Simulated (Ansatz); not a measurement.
`C[O][Sn]([F])([F])[GeH3]` + H–F → `[F][Sn]([F])([F])[GeH3]` + CH₃OH  (ligand exchange at the Sn–O bond)

Program: Ansatz. Geometries: PBE0-D4/def2-TZVP. ΔE: electronic, gas phase. CBS: MP2 limit from def2 TZ/QZ plus the TZ coupled-cluster correction, frozen cores. This one scheme is used for every species. Functionals use def2-TZVPP. B3LYP here is the variant with VWN-RPA as its local correlation; programs differ in this. HSE06 is defined as in plane-wave codes. Elements past krypton have def2 core potentials. For Ge, Sn outer-core shells are correlated without core-valence functions, which leaves a few kJ/mol of doubt a bond. Scalar relativity is left out up to krypton. One conformer a species, not always the lowest.

`C[O][Sn]([F])([F])[GeH3]`:

Cartesian coordinates in Å:
```
C -1.163 -1.227 1.865
O -1.088 -0.443 0.688
Sn 0.622 0.048 -0.080
F 1.581 -1.598 -0.292
F 1.607 0.870 1.344
Ge 0.524 1.479 -2.236
H -0.708 -2.214 1.728
H -2.220 -1.365 2.101
H -0.680 -0.734 2.716
H 1.969 1.746 -2.661
H -0.212 2.774 -1.888
H -0.233 0.664 -3.286
```

H–F:

Z-matrix (Å, degrees):
```
F
H 1 0.920
```

`[F][Sn]([F])([F])[GeH3]`:

Z-matrix (Å, degrees):
```
Sn
F 1 1.903
F 1 1.903 2 103.4
F 1 1.903 2 103.4 3 107.5
Ge 1 2.595 2 115.0 3 -126.2
H 5 1.528 1 106.4 2 60.4
H 5 1.528 1 106.4 2 -59.6
H 5 1.528 1 106.4 2 -179.6
```

CH₃OH:

```xyz
6

C    -0.354   -0.004   -0.036
O     0.883    0.229    0.598
H    -1.133    0.319    0.655
H    -0.517   -1.065   -0.260
H    -0.463    0.571   -0.964
H     1.585   -0.050    0.007
```

```
             level  ΔE (kJ/mol)  difference from CCSD(T)/CBS
       LDA (SPW92)        -27.5                         -5.0
            PBE-D4        -31.1                         -8.6
         revPBE-D4        -29.5                         -7.0
           BLYP-D4        -31.4                         -8.9
         r2SCAN-D4        -33.3                        -10.8
            B97M-V        -38.0                        -15.5
           PBE0-D4        -29.8                         -7.3
          B3LYP-D4        -30.9                         -8.4
        r2SCANh-D4        -32.4                         -9.9
          HSE06-D4        -29.7                         -7.2
          BHLYP-D4        -30.8                         -8.3
      CAM-B3LYP-D4        -33.1                        -10.6
           ωB97M-V        -31.7                         -9.2
            B2PLYP        -31.6                         -9.1
          PBE-QIDH        -26.8                         -4.3
               PBE        -36.3                        -13.8
            revPBE        -39.4                        -16.9
              BLYP        -41.5                        -19.0
            r2SCAN        -34.9                        -12.4
              PBE0        -34.5                        -12.0
             B3LYP        -39.1                        -16.6
           r2SCANh        -34.2                        -11.7
             HSE06        -34.2                        -11.7
             BHLYP        -38.1                        -15.6
         CAM-B3LYP        -38.1                        -15.6
RPA@PBE/def2-TZVPP        -22.2                          0.3
       HF/def2-SVP        -38.9                        -16.4
     CCSD/def2-SVP        -29.9                         -7.4
  CCSD(T)/def2-SVP        -28.0                         -5.5
     HF/def2-TZVPP        -40.6                        -18.1
    MP2/def2-TZVPP        -17.6                          4.9
SCS-MP2/def2-TZVPP        -22.8                         -0.3
   CCSD/def2-TZVPP        -24.0                         -1.5
CCSD(T)/def2-TZVPP        -21.4                          1.1
     HF/def2-QZVPP        -43.4                        -20.9
    MP2/def2-QZVPP        -19.2                          3.3
SCS-MP2/def2-QZVPP        -24.5                         -2.0
      HF/CBS(def2)        -43.8                        -21.3
     MP2/CBS(def2)        -18.7                          3.8
    CCSD/CBS(def2)        -25.1                         -2.6
       CCSD(T)/CBS        -22.5                            0
```

Largest T1 diagnostic among the species: 0.014.

The D4 term adds +8.2 kJ/mol with B3LYP and +4.7 kJ/mol with PBE0; it sums over pairs of atoms, weighted by their polarisabilities, and B3LYP, whose exchange is more repulsive, gets the larger term. Leaving LDA and LC-ωPBE aside and taking each functional with its dispersion term where it has one, the values spread over 11.2 kJ/mol, from B97M-V to PBE-QIDH. LDA lies +8.8 kJ/mol from PBE without D4.
